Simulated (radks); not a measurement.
These are the eigenvalues of the occupied orbitals of an atom or ion with whole-number occupations (eV). Calculated with a radial shooting solver on a logarithmic mesh with Libxc functionals: non-relativistic Kohn-Sham, PBE, spin-polarised, spherical densities, point nucleus.

1s down: -306.7245
1s up: -306.7232
2s up: -38.7038
2s down: -38.6662
6d up: -1.4833

Which element is it, and in what charge state? The configuration may be excited. Open shells, if any, are filled with parallel spins first.

Answer. Z = 6, carbon, charge +1: C+ in [He] 2s2 6d1. The list shows which subshells hold electrons but not how many an open one holds; the 1s level, -11.272 hartree, gives Z - s = 4.7 by -(Z - s)^2/2, which with screening narrows Z to a few neighbours, and the depths of the outer levels then fix element, charge and occupations together.
